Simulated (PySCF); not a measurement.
## Ne²⁺ (neon, charge +2) across methods

[He] 2s1 2p4 3s1, high-spin 5P determinant (an excited configuration). Calculation: PySCF 2.14, in x2c-QZVPPall with one added diffuse shell each of s, p, d, f type (8s5p4d3f1g, 73 functions); scalar relativity by spin-free X2C-1e.

```
   method  E (hartree)  mean ε 2p α (eV)  mean ε 2p β (eV)  mean ε 3s α (eV)  Σ⟨r²⟩ (bohr²)   ⟨S²⟩
      LDA    -123.8152           -70.954           -62.925           -21.480          10.84  6.001
CAM-B3LYP    -124.5460           -76.001           -67.874           -23.498          10.83  6.001
     PW91    -124.5541           -71.090           -63.496           -21.447          10.81  6.001
   r2SCAN    -124.5533           -72.543           -64.142           -21.522          10.93  6.001
    wB97X    -124.5541           -76.785           -68.926           -24.224          10.89  6.001
   PBEsol    -124.1511           -70.836           -62.999           -21.353          10.86  6.001
     PBE0    -124.4899           -74.813           -66.040           -22.277          10.86  6.001
      UHF   -124.30890           -85.674           -72.461           -24.561          10.98  6.001
```

Task: Estimate the same row for PBE.

Result: E (hartree) = -124.4865; mean ε 2p α (eV) = -70.953; mean ε 2p β (eV) = -63.365; mean ε 3s α (eV) = -21.383; Σ⟨r²⟩ (bohr²) = 10.83; ⟨S²⟩ = 6.001.

The outer electron is Rydberg-like, and this basis confines it to a smaller radius and binds it less than a complete one would.
